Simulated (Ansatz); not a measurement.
Isomers of ScSi$_{4}$⁻ (singlet), found by a short tight-binding search and relaxed with r2SCAN-D4/def2-SVPD in Ansatz.

Run but left out: HF/def2-TZVPD, HF/def2-TZVPPD, MP2/def2-TZVPD, MP2/def2-TZVPPD, CCSD/def2-TZVPPD, CCSD(T)/def2-TZVPPD (A: restricted singlet, unstable towards broken spin symmetry).

A: The restricted singlet is unstable towards broken spin symmetry in Hartree–Fock (as tested in another run); at PBE-D4/def2-TZVPD, revPBE-D4/def2-TZVPD, r2SCAN-D4/def2-TZVPD, r2SCANh-D4/def2-TZVPD and others this wasn't settled. B: The restricted singlet is unstable towards broken spin symmetry in Hartree–Fock (as tested in another run); at PBE-D4/def2-TZVPD, revPBE-D4/def2-TZVPD, r2SCAN-D4/def2-TZVPD, r2SCANh-D4/def2-TZVPD and others this wasn't settled. C: The restricted singlet is unstable towards broken spin symmetry in Hartree–Fock (as tested in another run); at PBE-D4/def2-TZVPD, revPBE-D4/def2-TZVPD, r2SCAN-D4/def2-TZVPD, r2SCANh-D4/def2-TZVPD and others this wasn't settled.

Other spin states weren't relaxed.

A:

```csv
atom,x (Å),y (Å),z (Å)
Sc1,2.0330,-1.4505,-1.7312
Si2,-0.3606,-2.0001,-1.4996
Si3,-0.7755,1.0699,1.0739
Si4,-1.3699,2.5801,2.4492
Si5,0.4730,-0.1994,-0.2923
```

B:

```xyz
5

Sc   -0.5211    0.4124    1.0331
Si   -1.8864    1.5416   -0.9235
Si    1.2173   -0.9851   -0.3668
Si    1.4264   -1.1791    1.8335
Si   -0.2363    0.2102   -1.5763
```

C:

```xyz
5

Sc    0.840    1.155   -1.334
Si   -1.163   -2.070    0.738
Si    0.778    2.071    1.001
Si   -0.159    0.026    0.795
Si   -0.297   -1.182   -1.200
```

**Question.** Estimate their order by electronic energy at PBE0-D4/def2-TZVPD, counted from the lowest.

**Answer.** C (0.00) < B (0.41) < A (2.31), in eV.

**Question.** Do the other levels pick the same lowest one?

**Answer.** All that were run do. Energies above each level's lowest (eV):

```json
{"level": "PBE-D4/def2-TZVPD", "A": "2.08", "B": "0.35", "C": "0.00"}
{"level": "revPBE-D4/def2-TZVPD", "A": "2.05", "B": "0.34", "C": "0.00"}
{"level": "r2SCAN-D4/def2-TZVPD", "A": "2.20", "B": "0.34", "C": "0.00"}
{"level": "r2SCANh-D4/def2-TZVPD", "A": "2.27", "B": "0.36", "C": "0.00"}
{"level": "PBE0-D4/def2-TZVPD", "A": "2.31", "B": "0.41", "C": "0.00"}
{"level": "ωB97M-V/def2-TZVPD", "A": "2.37", "B": "0.43", "C": "0.00"}
```
Point groups (tolerance 0.1 Å): A Cs, B C2v, C Cs. Lower isomers may exist.
